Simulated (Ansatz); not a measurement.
CH₅AlCl₂O (`[CH3][Al-]([OH2+])([Cl])[Cl]`), one more setting.

```yaml
crystal:
  periodic: [false, false, false]
  atoms:
    - {symbol: C, position_ang: [-1.505939, -0.508443, 0.282222]}
    - {symbol: Al, position_ang: [0.057627, 0.267496, -0.550212]}
    - {symbol: O, position_ang: [1.595834, 0.062092, 0.677577]}
    - {symbol: Cl, position_ang: [0.985200, -0.777762, -2.167859]}
    - {symbol: Cl, position_ang: [0.209709, 2.396645, -0.665552]}
    - {symbol: H, position_ang: [-1.747863, -0.010724, 1.225253]}
    - {symbol: H, position_ang: [-1.366349, -1.573827, 0.484782]}
    - {symbol: H, position_ang: [-2.378740, -0.412599, -0.369777]}
    - {symbol: H, position_ang: [2.285268, -0.436727, 0.216692]}
    - {symbol: H, position_ang: [1.948353, 0.942650, 0.869674]}
basis:
  gaussian: {orbitals: "6-31G*", point_charges: [{charge: 1.00, position_ang: [5.442, -0.923, -0.898]}]}
hamiltonian: {xc: {name: rPW86-PBE}, dispersion: d3bjatm}
output: {forces: true}
```

```sh
$ ansatz run in.yaml --threads 4 --pin off --events-out ev --progress --plain --max-ram 10444MiB
```

Shortened log:

```
Functional definition: rPW86-PBE
1188 factors; their error is unknown
mean field evaluation 1: about -34833.6097 eV, gradient 7.3e1 eV
mean field evaluation 2: about -34814.1333 eV, gradient 1.1e2 eV
mean field evaluation 4: about -34844.8399 eV, gradient 6.9e0 eV
mean field evaluation 8: about -34844.9618 eV, gradient 1.5e-1 eV
mean field evaluation 16: about -34844.9184 eV, gradient 8.6e-5 eV
mean field -34844.91842636 eV, -1280.5271334347 hartree, gradient 2.8e-5 eV, S^2 0.000000; 0 other end points of the search recorded, 0 dependent functions left out
reference -34844.91853915 eV, -1280.5271375796 hartree; 33, 33 occupied and 64, 64 virtual orbitals, 1188 factors
Total energy: -34845.16735860 eV, -1280.5362815258 hartree
Atom 0 at    -1.505939    -0.508443     0.282222 Å, force     0.126675    -0.031362    -0.037240 eV/Å
Atom 1 at     0.057627     0.267496    -0.550212 Å, force    -0.972604     0.194250     0.091190 eV/Å
Atom 2 at     1.595834     0.062092     0.677577 Å, force    -0.229212    -0.519356     0.621003 eV/Å
Atom 3 at     0.985200    -0.777762    -2.167859 Å, force     0.597192    -0.340235    -0.418159 eV/Å
Atom 4 at     0.209709     2.396645    -0.665552 Å, force     0.187507     0.337791    -0.042685 eV/Å
Atom 5 at    -1.747863    -0.010724     1.225253 Å, force    -0.052705     0.119985     0.221482 eV/Å
Atom 6 at    -1.366349    -1.573827     0.484782 Å, force    -0.006682    -0.273817     0.068229 eV/Å
Atom 7 at    -2.378740    -0.412599    -0.369777 Å, force    -0.191690     0.030344    -0.164498 eV/Å
Atom 8 at     2.285268    -0.436727     0.216692 Å, force     0.238234    -0.338594    -0.354750 eV/Å
Atom 9 at     1.948353     0.942650     0.869674 Å, force     0.164319     0.885233     0.213727 eV/Å
Dipole moment:     0.273274    -0.118031     0.710683 e Å
```

Run time 2.2 s (4 threads of an Arm Neoverse V2 on a shared host); peak host memory 0.19 GiB.
